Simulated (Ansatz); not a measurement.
Species: GeH4, charge -1, doublet. GeH4- (parent SMILES [GeH4], doublet).
B3LYP-D3(BJ)/def2-TZVP minimum from Ansatz (a first-principles code):
```
Ge
H 1 1.5910
H 1 1.5910 2 99.01
H 1 1.7582 2 94.43 3 95.21
H 1 1.7582 2 94.43 3 -95.21
```
Charge -1, spin multiplicity 2.

Total energies in aug-cc-pVTZ, 9 correlated electrons, 14 frozen orbitals. Radicals and triplets start from unrestricted determinants; spin-orbit coupling is neglected. Correlated methods leave the cores frozen (noble-gas shells, and filled d and f shells in the p block). No relativity. The UHF reference of H4Ge- (parent SMILES [GeH4], doublet) is spin-contaminated (<S^2> up to 0.03 over the pure value in the sets run). The spin of H4Ge- (parent SMILES [GeH4], doublet) was assumed, and the state is the lowest solution found for it.

```json
[
 {"method": "HF", "program": "Ansatz", "energy (Eh)": "-2077.64332", "minus CCSDT(Q) (mEh)": "199.77"},
 {"method": "MP2", "program": "Ansatz", "energy (Eh)": "-2077.80343", "minus CCSDT(Q) (mEh)": "39.67"},
 {"method": "CCSD", "program": "Ansatz", "energy (Eh)": "-2077.83526", "minus CCSDT(Q) (mEh)": "7.84"},
 {"method": "CCSD(T)", "program": "Ansatz", "energy (Eh)": "-2077.84169", "minus CCSDT(Q) (mEh)": "1.41"},
 {"method": "CCSDT(Q)", "program": "Ansatz", "energy (Eh)": "-2077.84309", "minus CCSDT(Q) (mEh)": "0.00"}
]
```

Rough core times of Ansatz's runs on a shared machine: CCSD(T) 30 s, CCSDT(Q) 30 min.
